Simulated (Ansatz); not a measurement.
Li₇H₆⁻. Total charge -1; singlet. Geometry PBE-D4/def2-TZVP, that of the neutral doublet.

```xyz
13

Li   -2.056    0.483    0.144
Li   -0.297    1.665   -1.067
Li   -0.377   -0.096    1.913
Li    0.557   -0.421   -1.998
Li   -0.913   -1.677   -0.404
Li    1.755   -0.838    0.163
Li    1.219    1.513    0.840
H    -0.636    1.494    0.781
H    -1.669   -1.013    1.081
H    -1.143    0.007   -1.393
H     1.369    0.797   -0.858
H     1.404   -0.047    1.735
H     0.787   -1.867   -0.938
```

A triplet lies near this restricted singlet, and broken spin symmetry wasn't tried. At PBE-D4/def2-TZVPD, r2SCAN-D4/def2-TZVPD, PBE0-D4/def2-TZVPD the highest occupied level of the charge -1 singlet lies above zero (up to 0.69 eV). By energy differences its removal costs 0.61 eV (vertical, to the charge 0 doublet, at PBE-D4/def2-TZVPD); a positive level beside a positive removal energy at the same level points to self-interaction error. The structure comes from a short search, and lower isomers may exist.

(1) Estimate the orbital energies around the gap (eV) in Ansatz with PBE-D4/def2-TZVPD, r2SCAN-D4/def2-TZVPD, PBE0-D4/def2-TZVPD.

## Answers

(1) 
```tsv
orbital	PBE-D4/def2-TZVPD	r2SCAN-D4/def2-TZVPD	PBE0-D4/def2-TZVPD
HOMO−5	-3.64	-4.06	-4.99
HOMO−4	-3.64	-4.06	-4.99
HOMO−3	-3.15	-3.55	-4.44
HOMO−2	-2.79	-3.16	-4.01
HOMO−1	-2.78	-3.16	-4.00
HOMO	0.69	0.69	0.41
LUMO	1.32	1.35	1.59
LUMO+1	1.32	1.35	1.59
LUMO+2	1.42	1.49	1.72
LUMO+3	1.50	1.62	1.85
LUMO+4	1.51	1.62	1.85
LUMO+5	1.63	1.85	1.97
```
